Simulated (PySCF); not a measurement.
Ionisation energy of W⁷¹⁺ by level of theory

W⁷¹⁺ [He] 2s1 (2S) → W⁷²⁺ 1s2 (1S), as a difference of total energies. Calculation: PySCF 2.14, in an uncontracted even-tempered set (18 s from 51 bohr⁻², ratio 2.2; 8 p from 78 bohr⁻², ratio 2.4; 5 d from 230 bohr⁻², ratio 2.4; 5 f from 350 bohr⁻², ratio 2.4; 4 g from 520 bohr⁻², ratio 2.4); scalar relativity by spin-free X2C-1e. Correlated levels: nothing frozen; virtual orbitals above 40 to 60 times the deepest correlated orbital energy dropped. The calculations carry no spin-orbit coupling.

```csv
method,ionisation energy (eV),difference from reference (eV)
UHF,19713.3,+26.6
LDA,19700.2,+13.5
PBE,19721.2,+34.5
PBE0,19719.3,+32.6
r2SCAN,19709.3,+22.6
MN15,19742.3,+55.6
BLYP,19721.3,+34.6
MP2 (all electrons),19713.5,+26.8
SCS-MP2 (all electrons),19713.5,+26.8
```

Reference: 19686.74 ± 0.2 eV (theoretical estimate listed by NIST; NIST Atomic Spectra Database, ionization energies).

For this ion Breit and QED terms and the two-electron picture change, all absent here, outweigh the differences among the correlated methods.
